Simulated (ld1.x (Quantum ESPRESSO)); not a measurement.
How hard is this tantalum (Ta) RRKJ potential?

- Element: Ta
- Generator: ld1.x (Quantum ESPRESSO) 7.5
- Type: norm-conserving RRKJ (Kleinman–Bylander form)
- Functional: PBE
- Relativity: scalar-relativistic
- Frozen core: [Kr] 4d10 4f14
- Valence charge: 13
- Reference configuration: 5s2 5p6 5d3 6s2 6p0
- Partial waves: 5p (bound): rc 2.05 bohr; 5d (bound): rc 1.90 bohr; 5s (bound): rc 1.45 bohr
- Local potential: the s channel
- Core correction: a·sin(br)/r model core, default radius (core density twice the valence density)
- rho0: 0.001

Occupied shells without a wave of their own: 6s. They enter only through the test configuration that unscreens the potential, and ld1.x also counts them in the model core charge.

The pseudo-atom Hamiltonian at the reference potential is diagonalised in spherical Bessel functions j_l(qr) that vanish at 20 bohr, with q² up to the cutoff. All-electron valence levels (Ry): 5p -2.8957, 6p -0.1022, 5d -0.2639, 5s -5.3656, 6s -0.4000.

How do the lowest levels (Ry) of each channel move with the cutoff, and are there ghosts?

```csv
cutoff (Ry),p #1,p #2,d #1,s #1,s #2,s #3,f #1,f #2,Σ f·Δε (mRy)
8,-2.3809,-0.0697,-0.0778,-4.8901,-0.3812,0.0014,0.1067,0.2234,4690.7
18,-2.8863,-0.1036,-0.2489,-5.1086,-0.3959,-0.0002,0.1066,0.2233,678.3
40,-2.8957,-0.1047,-0.2636,-5.3412,-0.4254,-0.0031,0.1066,0.2233,53.7
60,-2.8958,-0.1049,-0.2639,-5.3538,-0.4259,-0.0032,0.1066,0.2233,26.4
110,-2.8958,-0.1049,-0.2639,-5.3648,-0.4272,-0.0033,0.1066,0.2233,1.7
180,-2.8958,-0.1049,-0.2639,-5.3655,-0.4273,-0.0033,0.1066,0.2233,0.1
400,-2.8958,-0.1049,-0.2639,-5.3656,-0.4273,-0.0033,0.1066,0.2233,0.0
```

Result: no extra level below or beside the all-electron valence levels (p, d, s, f tested); 10 mRy is reached at 80 Ry and 1 mRy at 140 Ry.

The potential misses its own reference levels by up to 0.4 eV. ld1.x takes every shell without a wave as core, so the model core holds the 6s electrons as well and exchange and correlation see them twice. This cancels in the reference configuration, but the file is broken for other ones, and its errors say nothing about a proper core correction. Its largest configuration-test error is -3317 meV.
